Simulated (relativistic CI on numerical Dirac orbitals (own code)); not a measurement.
# Bi VII: computed level list

Computed by Dirac-Coulomb-Breit CI, separate exchange-only KLI orbitals for each configuration, a model potential for QED, unscaled Slater integrals (own radial code, finite nucleus).

CI space (outside the closed core [Kr] 4d10 4f14): 5s2 5p6 5d9, 5s2 5p6 5d8 6s, 5s2 5p6 5d8 5f, 5s2 5p6 5d8 6p, 5s2 5p6 5d8 5g, 5s2 5p5 5d10, 5s2 5p6 5d8 6d, 5s2 5p6 5d8 7s, 5s2 5p6 5d7 6s 6p, 5s2 5p6 5d8 7p, 5s2 5p6 5d8 6f, 5s2 5p6 5d8 7d, 5s2 5p6 5d8 8s, 5s2 5p6 5d8 8p, 5s2 5p5 5d9 5f, 5s2 5p6 5d7 5f 6s, 5s2 5p6 5d8 7f, 5s 5p6 5d10, 5s2 5p5 5d9 5g, 5s2 5p5 5d9 6s, 5s2 5p6 5d7 5f 5g, 5s2 5p5 5d9 6p, 5s 5p6 5d9 5f, 5s2 5p6 5d7 6s2, 5s2 5p6 5d6 5f 6s2, 5s2 5p6 5d6 6s2 6p, 5s2 5p6 5d6 5g 6s2, 5s2 5p6 5d6 6s2 6d. Double excitations out of closed p, d and f shells are left out; levels of such configurations are missing from the list, as are those of other unlisted configurations, and high levels can miss mixing partners.

The lowest level is 5s2 5p6 5d9 2D_5/2, with 99 % of that term; Hund's rules for 5s2 5p6 5d9 give 2D with J = 5/2, in agreement.

```
No.  Configuration  Term     J   E (eV)   %  Lifetime (s)
  1    5s2 5p6 5d9    2D   5/2   0.0000  99              
  2    5s2 5p6 5d9    2D   3/2   3.1714  99      3.70e-03
  3     5d8(3F) 6s    4F   9/2  21.8648  95      1.75e-03
  4     5d8(3F) 6s    4F   7/2  22.9362  55      5.59e-05
  5     5d8(1D) 6s    2D   5/2  23.6731  42      1.12e-04
  6     5d8(1D) 6s    2D   3/2  23.9837  50      5.69e-05
  7     5d8(3F) 6s    4F   5/2  25.2612  73      1.56e-04
  8     5d8(3F) 6s    2F   7/2  25.4456  52      2.86e-05
  9     5d8(3P) 6s    4P   1/2  26.0517  77      1.16e-04
 10     5d8(3P) 6s    4P   3/2  26.5059  61      1.65e-04
 11     5d8(3F) 6s    2F   5/2  26.8264  44      2.98e-05
 12     5d8(3P) 6s    2P   3/2  27.4899  46      2.32e-05
 13     5d8(1G) 6s    2G   9/2  27.9027  95      3.34e-05
 14     5d8(1G) 6s    2G   7/2  28.0270  90      4.18e-05
 15     5d8(3P) 6s    2P   1/2  28.3132  84      1.26e-05
 16     5d8(1D) 6s    2D   3/2  29.5633  46      2.35e-05
 17     5d8(1D) 6s    2D   5/2  29.7019  40      2.37e-05
 18     5d8(1S) 6s    2S   1/2  33.8966  75      1.61e-05
 19     5d8(3F) 6p   4D°   7/2  34.0869  60      6.05e-10
 20     5d8(3F) 6p   2G°   9/2  34.6098  40      6.41e-10
 21     5d8(1D) 6p   2D°   3/2  35.5921  34      5.83e-10
 22     5d8(1D) 6p   2F°   5/2  35.7387  36      6.08e-10
 23     5d8(3F) 6p   4D°   5/2  37.2484  40      3.53e-10
 24     5d8(3F) 6p   4G°   7/2  37.3176  60      5.50e-10
 25     5d8(1S) 6p   2P°   1/2  37.7726  46      6.06e-10
 26     5d8(3P) 6p   4D°   3/2  38.3075  43      4.39e-10
 27     5d8(3P) 6p   4P°   1/2  38.7551  60      6.46e-10
 28     5d8(3F) 6p   4G°   5/2  38.7795  27      1.96e-10
 29     5d8(3F) 6p   4G°  11/2  38.8897  93      2.28e-10
 30     5d8(3F) 6p   2F°   7/2  39.3793  50      2.31e-10
```

Energies count from the lowest computed level; ° marks odd parity; lifetimes are radiative, by E1, M1, E2 decay to levels of this space only. Percentages are summed over parent terms; the parents shown are those of the largest component, closed shells are left out there.

The mean weight of the leading LS term, summed over parents, in these 30 levels is 60 %, and that of the leading jj configuration (from the same eigenvectors) 89 %, so jj coupling describes them better and the LS labels are nominal.

At this charge configurations can still be misplaced by up to about 7 % of their energy. Levels and lines within the n = 5 or 6 shells can be off by up to 10 % or somewhat more, and those that change n by about 2 %, since core polarisation is missing.

LS names give the leading component of a level, which can be under half, so a name can repeat, a term be missing and a line seem to break the LS rules.
